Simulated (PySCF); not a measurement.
C4H9NaO (SMILES CC(C)(C)[O][Na]), singlet, geometry from GFN2-xTB (such geometries of metal compounds can be far from the true shape) (in this run its highest filled SCF level lies above zero, so its values depend strongly on the basis, on diffuse functions most of all); TPSS/STO-3G (PySCF).

Here is a job for PySCF.
```python
from pyscf import gto, scf, dft

mol = gto.Mole()
mol.atom = '''
    Na    1.41416953    1.64452484    0.99121953
    O     0.00638526    0.48438095    0.82645381
    C    -0.34210795   -0.36358128   -0.18034111
    C     0.75261015   -1.42345878   -0.42643827
    C    -1.65128625   -1.09921080    0.19043998
    C    -0.57667651    0.39883633   -1.50187583
    H     0.46412264   -2.11615523   -1.21272031
    H     0.92429880   -1.97817725    0.49249473
    H     1.68367264   -0.92366625   -0.71262686
    H    -1.49879107   -1.65142879    1.11299942
    H    -1.95379042   -1.78388005   -0.59743711
    H    -2.43541732   -0.36628070    0.35593475
    H     0.34667865    0.90926824   -1.79481754
    H    -1.35327420    1.14432514   -1.35006294
    H    -0.87968312   -0.27433875   -2.29951818
'''
mol.basis = 'sto-3g'
mol.verbose = 4
mol.symmetry = True
mol.build()

mf = dft.RKS(mol)
mf.xc = 'tpss'
mf.kernel()
mf.analyze()
```

Output, abridged:

```
PySCF version 2.14.0

[INPUT] verbose = 4
[INPUT] num. atoms = 15
[INPUT] num. electrons = 52
[INPUT] charge = 0
[INPUT] spin (= nelec alpha-beta = 2S) = 0
[INPUT] symmetry True subgroup None
[INPUT] Mole.unit = angstrom
[INPUT] Symbol           X                Y                Z      unit          X                Y                Z       unit  Magmom
[...]
nuclear repulsion = 269.069949106723
point group symmetry = C1
symmetry origin: [0. 0. 0.]
symmetry axis x: [1. 0. 0.]
symmetry axis y: [0. 1. 0.]
symmetry axis z: [0. 0. 1.]
num. orbitals of irrep A = 43
number of shells = 29
number of NR pGTOs = 129
number of NR cGTOs = 43
basis = sto-3g
ecp = {}

******** <class 'pyscf.dft.rks.RKS'> ********
method = RKS
initial guess = minao
damping factor = 0
level_shift factor = 0
DIIS = <class 'pyscf.scf.diis.CDIIS'>
diis_start_cycle = 1
diis_space = 8
diis_damp = 0
SCF conv_tol = 1e-09
SCF conv_tol_grad = None
SCF max_cycles = 50
direct_scf = True
direct_scf_tol = 1e-13
XC library pyscf.dft.libxc version 7.1.2
    S. Lehtola, C. Steigemann, M. J. T. Oliveira, and M. A. L. Marques,  SoftwareX 7, 1–5 (2018)
XC functionals = tpss
    J. Tao, J. P. Perdew, V. N. Staroverov, and G. E. Scuseria,  Phys. Rev. Lett. 91, 146401 (2003)
    J. P. Perdew, J. Tao, V. N. Staroverov, and G. E. Scuseria,  J. Chem. Phys. 120, 6898 (2004)
    J. Tao, J. P. Perdew, V. N. Staroverov, and G. E. Scuseria,  Phys. Rev. Lett. 91, 146401 (2003)
    J. P. Perdew, J. Tao, V. N. Staroverov, and G. E. Scuseria,  J. Chem. Phys. 120, 6898 (2004)
radial grids:
    Treutler-Ahlrichs [JCP 102, 346 (1995); DOI:10.1063/1.469408] (M4) radial grids

becke partition: Becke, JCP 88, 2547 (1988); DOI:10.1063/1.454033
pruning grids: <function nwchem_prune>
grids dens level: 3
symmetrized grids: True
atomic radii adjust function: <function treutler_atomic_radii_adjust>
small_rho_cutoff = 0
Set gradient conv threshold to 3.16228e-05
Initial guess from minao.
tot grids = 176928
init E= -390.573384727271
[...]
cycle= 1 E= -390.231217032198  delta_E= 0.342  |g|= 0.776  |ddm|= 4.53
[...]
cycle= 2 E= -387.500190588438  delta_E= 2.73  |g|= 2.56  |ddm|= 5.05
[...]
cycle= 3 E= -390.448770668984  delta_E= -2.95  |g|= 0.189  |ddm|= 4.64
[...]
cycle= 4 E= -390.457487036039  delta_E= -0.00872  |g|= 0.119  |ddm|= 0.474
[...]
cycle= 5 E= -390.461768492952  delta_E= -0.00428  |g|= 0.0111  |ddm|= 0.166
[...]
cycle= 6 E= -390.461820819565  delta_E= -5.23e-05  |g|= 0.00229  |ddm|= 0.0271
[...]
cycle= 7 E= -390.461822405111  delta_E= -1.59e-06  |g|= 0.000591  |ddm|= 0.00398
[...]
cycle= 8 E= -390.461822497835  delta_E= -9.27e-08  |g|= 0.000143  |ddm|= 0.00101
[...]
cycle= 9 E= -390.461822504769  delta_E= -6.93e-09  |g|= 2.24e-05  |ddm|= 0.00026
[...]
cycle= 10 E= -390.461822504942  delta_E= -1.73e-10  |g|= 5.67e-06  |ddm|= 4.37e-05
[...]
Extra cycle  E= -390.461822504942  delta_E= 3.41e-13  |g|= 5.92e-06  |ddm|= 1.61e-05
converged SCF energy = -390.461822504942
**** SCF Summaries ****
Total Energy =                        -390.461822504941779
Nuclear Repulsion Energy =             269.069949106723357
One-electron Energy =                -1075.588822611557134
Two-electron Energy =                  416.057050999891999
Two-electron Coulomb Energy =          464.456494283167558
DFT Exchange-Correlation Energy =      -48.399443283275531
HOMO-LUMO gap [eV] =                     4.048391629208785
**** MO energy ****
[...]
 ** Mulliken pop on meta-lowdin orthogonal AOs  **
 ** Mulliken pop  **
 ** Mulliken atomic charges  **
charge of    0Na =      0.68983
charge of    1O =     -0.52842
charge of    2C =      0.10715
charge of    3C =     -0.15256
charge of    4C =     -0.14755
charge of    5C =     -0.15253
charge of    6H =      0.02324
charge of    7H =      0.02416
charge of    8H =      0.00770
charge of    9H =      0.02641
charge of   10H =      0.02161
charge of   11H =      0.02627
charge of   12H =      0.00740
charge of   13H =      0.02391
charge of   14H =      0.02339
Dipole moment(X, Y, Z, Debye):  5.00724,  4.77364,  1.69369
```
